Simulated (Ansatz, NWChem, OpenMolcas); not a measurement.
How basis sets differ on CBrClF2 (SMILES FC(F)(Cl)Br)

CBrClF2 has 5 atoms, charge 0, and is taken as a singlet. SMILES: `FC(F)(Cl)Br`. Geometry: relaxed at PBE0-D4/def2-TZVP.

Each level gives the dipole moment (D). The values are calculated.

```tsv
level	kind	program	value (D)	CPU time
HF/ANO-RCC-MB (DKH2)	Hartree–Fock	OpenMolcas	1.01	5.2 s
HF/STO-3G	Hartree–Fock	OpenMolcas	0.92	2.6 s
HF/3-21G	Hartree–Fock	NWChem	0.93	5.5 s
HF/ANO-RCC-VDZ (DKH2)	Hartree–Fock	OpenMolcas	1.36	6.4 s
HF/ANO-RCC-VDZP (DKH2)	Hartree–Fock	OpenMolcas	0.93	18 s
HF/cc-pVDZ	Hartree–Fock	NWChem	0.63	1.7 min
HF/def2-SVP	Hartree–Fock	Ansatz	0.72	4.4 s
HF/ANO-RCC-VTZP (DKH2, RICD fitting)	Hartree–Fock	OpenMolcas	0.66	32 s
```

All-electron rows without a relativistic Hamiltonian named are non-relativistic. The values span 0.63 to 1.36 D. Magnitudes only: a small dipole may point the other way at some levels. Sets without polarisation functions give poor dipoles. Without the sets that lack polarisation functions the rows with a basis span only 0.63 to 0.93 D. Times are those of the runs behind each value, whatever else they computed, on shared processors of several kinds: orders of magnitude only.
